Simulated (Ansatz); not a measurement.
Basis sets compared for ZnMe2 (C2H6Zn). Charge 0, multiplicity 1. Geometry r2SCAN-D4/def2-TZVP. Ansatz on 4 threads of Arm Neoverse V1 on a shared host; times are rough, and most runs start from earlier orbitals.

```csv
atom,x (Å),y (Å),z (Å)
Zn1,0.000,0.001,-0.001
C2,0.187,-1.021,-1.633
H3,0.807,-0.495,-2.363
H4,-0.785,-1.209,-2.098
H5,0.654,-1.992,-1.441
C6,-0.187,1.022,1.632
H7,0.774,1.134,2.143
H8,-0.876,0.535,2.329
H9,-0.574,2.025,1.433
```

The 6-31G sets use Cartesian d functions.

Binding counts from free atoms (Zn singlet, C triplet, H doublet) in the same basis, without a counterpoise term.

```
                            level  functions  energy (Eh)  HOMO (eV)  LUMO (eV)  binding per atom (eV)  wall time
                        HF/STO-3G         34   -1835.4863      -2.82       6.11                   3.36     0.15 s
                         HF/6-31G         59   -1856.6716      -9.69       2.53                   2.55     0.25 s
                  PBE-D4/def2-SVP         89   -1858.5002      -5.85      -0.17                   3.48     0.65 s
                 PBE-D4/def2-TZVP        146   -1858.8576      -6.02      -0.52                   3.44      1.1 s
r2SCAN-D4/def2-TZVP (with forces)        146   -1859.1732      -6.24      -0.17                   3.43      2.8 s
                 PBE0-D4/def2-SVP         89   -1858.5463      -7.04       0.51                   3.45      0.9 s
                PBE0-D4/def2-TZVP        146   -1858.8904      -7.16       0.21                   3.41      1.4 s
```

**Question.** Estimate the rows for PBE-D4/def2-TZVPD, r2SCAN-D4/def2-TZVPD, PBE0-D4/def2-TZVPD.

**Answer.** 
```json
{"level": "PBE-D4/def2-TZVPD", "functions": "179", "energy (Eh)": "-1858.8589", "HOMO (eV)": "-6.05", "LUMO (eV)": "-0.60", "binding per atom (eV)": "3.44", "wall time": "1.6 s"}
{"level": "r2SCAN-D4/def2-TZVPD", "functions": "179", "energy (Eh)": "-1859.1741", "HOMO (eV)": "-6.25", "LUMO (eV)": "-0.23", "binding per atom (eV)": "3.43", "wall time": "3 s"}
{"level": "PBE0-D4/def2-TZVPD", "functions": "179", "energy (Eh)": "-1858.8914", "HOMO (eV)": "-7.17", "LUMO (eV)": "0.04", "binding per atom (eV)": "3.42", "wall time": "1.9 s"}
```
